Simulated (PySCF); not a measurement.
H₃O₃Sn, SMILES [OH][Sn+]([OH])[OH], charge +1.

Geometry: PBE0-D3(BJ)/def2-SVP. The spin state was assumed, not searched. The isomer is the one that the SMILES or the coordinates give; other isomers of the formula were not compared. The def2 effective core potentials stand for the cores of Sn; spin–orbit coupling is left out. Other conformers were not sampled.

All values below come from CAM-B3LYP/def2-TZVP (PySCF).

Symmetry labels are those of the subgroup Cs that the program uses (full group Cs).

Computed valence orbital energies around the gap with their symmetry:
| orbital | symmetry | energy (eV) |
|---|---|---|
| HOMO−7 | A' | -21.86 |
| HOMO−6 | A' | -20.89 |
| HOMO−5 | A' | -19.11 |
| HOMO−4 | A" | -17.85 |
| HOMO−3 | A' | -17.79 |
| HOMO−2 | A' | -17.20 |
| HOMO−1 | A" | -16.99 |
| HOMO | A" | -16.88 |
| LUMO | A' | -8.10 |
| LUMO+1 | A" | -6.48 |
| LUMO+2 | A' | -4.15 |
| LUMO+3 | A' | -3.40 |
